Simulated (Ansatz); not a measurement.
**Which method gave which barrier?**

Saddle point of CH$_{5}$InO, closed shell (InHO ([OH][In]) + CH₄ → CH₃In ([CH3][In]) + H₂O; bonds formed: In1–C4, O2–H3; bonds broken: In1–O2, H3–C4), PBE0-D4/def2-TZVP structure:

In1  (0.534, 1.709, -0.820)
O2  (-0.607, -0.137, -1.576)
H3  (-0.296, -0.254, -0.447)
C4  (0.128, -0.038, 0.947)
H5  (-0.262, -0.824, -2.151)
H6  (1.182, -0.104, 1.245)
H7  (-0.365, 0.667, 1.628)
H8  (-0.313, -1.019, 1.174)
(Å)

Program: Ansatz 0.2.0. Basis: def2-TZVPP, with def2-QZVPP for the basis limit. Cores are frozen in the correlated methods. Filled d shells of the heavier atoms are correlated. Core potentials replace the inner electrons of the atoms past krypton. The def2 sets are not built for correlating such inner shells, so the correlated values are less sure here. Extrapolation: Hartree–Fock as exp(−7.88 √X), correlation as X^−2.97. Four methods, as single points on the PBE0-D4 structures, gave these electronic barriers from the start structure: 96.3, 139.7, 154.7, 208.4 kJ/mol.

Q: The methods were, in alphabetical order, CCSD(T), HF, PBE0-D4, SPW92. Which gave which? (A judgement: the text doesn't fix the answer.)

A: By the calculation: SPW92 96.3; PBE0-D4 139.7; CCSD(T) 154.7; HF 208.4 kJ/mol. For comparison, CCSD(T) at an estimated basis limit (MP2 extrapolated from triple and quadruple zeta, plus CCSD(T) − MP2 in triple zeta) gives 156.3 kJ/mol.

The T1 diagnostic stays at or below 0.017.

Labels in which every atom is bracketed show which atoms are joined, not bond orders.

For scale, one of the runs: CCSD(T)/def2-TZVPP, 182 basis functions, launched by `ansatz run in.yaml --threads 2 --pin off --events-out ev --progress --plain --max-ram 4352MiB`. The run took 58 s on 2 CPU threads of an Arm Neoverse V2 (shared host), with 2 GiB of host memory at its peak.
